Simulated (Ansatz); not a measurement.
`C[C](=S)[GeH3]` and `CC(=S)CCl` differ in one atom or group.

Ansatz, PBE0-D4/def2-TZVP geometries, multiplicity 1. Each molecule was computed in one conformer, which needn't be the lowest.

Scalar relativity is left out up to krypton.

| property | `C[C](=S)[GeH3]` |
| --- | --- |
| HOMO–LUMO gap (PBE/def2-TZVPP) / eV | 1.87 |
| HOMO energy (B3LYP/def2-TZVPP) / eV | -6.05 |
| LUMO energy (PBE/def2-TZVPP) / eV | -3.24 |
| LUMO energy (B3LYP/def2-TZVPP) / eV | -2.50 |
| LUMO energy (PBE0/def2-TZVPP) / eV | -2.32 |
| HOMO–LUMO gap (PBE0/def2-TZVPP) / eV | 3.96 |

Q: What does the change do to each property? (Best estimate.)

A: The calculation gave: 
```tsv
property	`CC(=S)CCl`	shift
HOMO–LUMO gap (PBE/def2-TZVPP) / eV	2.17	0.30
HOMO energy (B3LYP/def2-TZVPP) / eV	-6.45	-0.40
LUMO energy (PBE/def2-TZVPP) / eV	-3.29	-0.05
LUMO energy (B3LYP/def2-TZVPP) / eV	-2.56	-0.06
LUMO energy (PBE0/def2-TZVPP) / eV	-2.38	-0.06
HOMO–LUMO gap (PBE0/def2-TZVPP) / eV	4.31	0.35
```

With PBE0 the HOMO falls by 0.42 eV and the LUMO falls by 0.06 eV, so the gap widens by about 0.36 eV. PBE moves the HOMO by -0.35 eV and ωB97M-V by -0.47 eV.

B3LYP here is the variant with VWN-RPA as its local correlation; programs differ in this.
